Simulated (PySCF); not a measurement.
# Shapes and spin states of NiH₂

These are results of PySCF, PBE0, basis Ni def2-TZVP, H def2-TZVP (no relativity, density fitting), not measurements.

Relaxations began from a few typed shapes and spin states; open shells are unrestricted. The search is not exhaustive: other isomers or separated fragments can lie lower, and high-lying points may rest on an excited occupation.

(1) Order these stationary points by electronic energy, lowest first, in kJ/mol from the lowest minimum.
A. triplet D∞h: Ni–H 1.560 Å (×2); H–Ni–H 180.0°
B. triplet C2v: H–H 0.768 Å; 
C. singlet (closed shell, unstable to spin polarisation) D∞h: Ni–H 1.530 Å (×2); H–Ni–H 180.0°
D. triplet C2v: Ni–H 1.539 Å (×2); H–Ni–H 130.8°
E. singlet (closed shell, unstable to spin polarisation) C2v: H–H 0.953 Å, Ni–H 1.463 Å (×2); H–H–Ni 71.0° (×2), H–Ni–H 38.0°
F. singlet C2v: Ni–H 1.417 Å (×2); H–Ni–H 82.3°

(2) Which of them are minima?

## Answers

(1) D (0.0), A (3.5), F (9.6), B (15.5), E (16.8), C (130.3).

(2) By energy in kJ/mol, 0.0: minimum; 3.5: minimum; 9.6: minimum; 15.5: minimum; 16.8: minimum of the closed-shell surface only; 130.3: minimum of the closed-shell surface only.

Formally Ni is in oxidation state +2, d8, with 2 unpaired electrons (the high-spin count). The Mulliken spin on Ni is 1.68. The polar-tensor charge on Ni, 0.67, is far below the formal one.

For the lowest minimum: open d and f shells are described by one determinant, and the ground state may have another occupation or spin.

The electron or spin density has lower symmetry than the nuclear frame for the triplet D∞h at 3.5 kJ/mol.
